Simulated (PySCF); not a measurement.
ZrOF, SMILES [O]=[Zr][F] (connectivity only; charge and spin as stated), neutral, multiplicity 2. Atoms are numbered in the order given.

```xyz
3

Zr     0.3153     0.0923     0.0000
O     -0.9092     1.3262     0.0000
F     -0.5932    -1.5890     0.0000
```
Charge 0, spin multiplicity 2.

Geometry: r2SCAN-D4/def2-TZVP. The spin state was assumed, not searched. The def2 effective core potentials stand for the cores of Zr; spin–orbit coupling is left out.

These are TDA-PBE/def2-TZVPD run with PySCF 2.14.0 values and carry that method's errors.

Vertical excitations. The molecule is in vacuum.

Computed excitation energies, oscillator strengths and character:
```tsv
state	energy (eV)	λ (nm)	f	main pairs
root 1	1.10	1127	0.019	α HOMO→LUMO 98 %
root 2	1.41	877	0.041	α HOMO→LUMO+1 99 %
root 3	2.52	491	0.063	α HOMO→LUMO+2 97 %
root 4	3.17	391	0.082	α HOMO→LUMO+3 98 %
root 5	3.96	313	0.261	α HOMO→LUMO+4 92 %
root 6	3.98	312	0.002	α HOMO−1→LUMO 97 %
root 7	4.04	307	0.003	α HOMO→LUMO+5 12 %, β HOMO→LUMO 83 %
root 8	4.17	297	0.031	α HOMO→LUMO+5 65 %, α HOMO−1→LUMO+1 22 %, β HOMO→LUMO 6 %
root 9	4.21	294	0.013	α HOMO−1→LUMO+1 64 %, α HOMO→LUMO+5 18 %, β HOMO→LUMO 10 %
root 10	4.22	294	0.001	α HOMO−2→LUMO 94 %
```
Unrestricted roots are not spin-pure.
